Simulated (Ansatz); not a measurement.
`[AlH2][BH]O[SiH3]` + H₂ → `[BH2][AlH2]` + silanol at 500 K and 1 bar (hydrogenolysis of a B–O bond).

Isolated molecules relaxed with PBE0-D4/def2-TZVP in Ansatz; ΔE leaves out vibrations. CBS: MP2 limit from def2 TZ/QZ plus the TZ coupled-cluster correction, frozen cores. This one scheme is used for every species. One conformer a species, not always the lowest.

```csv
species,CCSD(T)/CBS energy (Eh),H − E (kJ/mol),S (J/(mol·K))
`[AlH2][BH]O[SiH3]`,-634.69802,193.7,425.7
H₂,-1.17544,41.0,145.5
`[BH2][AlH2]`,-269.14094,113.4,300.6
`O[SiH3]`,-366.69042,127.5,292.9
```

H − E and S are ideal-gas, rigid-rotor, harmonic terms from PBE0-D4/def2-TZVP, for one conformer and one mirror image of each species. The MP2-based limit puts H₂ 0.8 mEh under its directly extrapolated value; such offsets cancel only in part. 1 Eh = 2625.50 kJ/mol, R = 8.31446 J/(mol·K).

Q: By hand: ΔE, ΔH, ΔS and ΔG.

A: ΔE = (-269.14094) + (-366.69042) − (-634.69802) − (-1.17544) = 0.04210 Eh = 110.5 kJ/mol. Δ(H − E) = 113.4 + 127.5 − 193.7 − 41.0 = 6.2, so ΔH = 116.7 kJ/mol. ΔS = 300.6 + 292.9 − 425.7 − 145.5 = 22.3 J/(mol·K). ΔG = 116.7 − 500 × (22.3)/1000 = 105.5 kJ/mol.

Q: By hand: the equilibrium constant, and the temperature at which ΔG would vanish if ΔH and ΔS stayed fixed.

A: log₁₀ K = −ΔG/(RT ln 10) = -11.0. ΔG = 0 at ΔH/ΔS = 5233 K, far beyond where these terms or the molecules hold.

ΔH outweighs TΔS. A doubt of 5 kJ/mol in ΔE shifts log₁₀ K by 0.5 here. Other conformers and mirror images would add mixing entropy, several J/(mol·K) or more a flexible species. These are equilibria of isolated gas molecules and say nothing of rates. Largest T1 diagnostic: 0.013 (customary marks: 0.02 for closed shells, 0.045 for open ones).
